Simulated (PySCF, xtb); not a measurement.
TiCl3, SMILES [Cl][Ti]([Cl])[Cl] (connectivity only; charge and spin as stated), neutral, multiplicity 2.

Harmonic wavenumbers (cm⁻¹) from GFN2-xTB (xtb) at its own minimum, in rising order: 76, 99, 99, 325, 457, 458.

Task: What does r2SCAN-D4/def2-SVP in PySCF give at its own minimum? (The exact figures need the calculation; the answer reports its results.)

Result: 74, 102, 102, 363, 506, 506. Paired by order, the mean absolute difference is 24 cm⁻¹ and the zero-point energies are 2.2 and 2.4 kcal/mol.
